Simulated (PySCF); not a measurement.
## Correlation energy of Mn (manganese, neutral)

[Ar] 3d6 4s1, high-spin 6D determinant (an excited configuration). Computed with PySCF 2.14 in def2-TZVPPD (6s6p4d2f1g, 67 functions), with no relativity, point nucleus. Frozen: [Ar]; 7 electrons correlated.

MP2 pair energies summed by pair of shells (mhartree):

| pair | energy | share (%) |
| --- | --- | --- |
| 3d-3d | -140.32 | 89.8 |
| 3d-4s | -15.98 | 10.2 |

Total MP2 correlation energy: -156.31 mhartree.

Same-spin part -90.91 and opposite-spin part -65.40 mhartree; SCS-MP2 scales them by 1/3 and 6/5 to -108.78 mhartree.
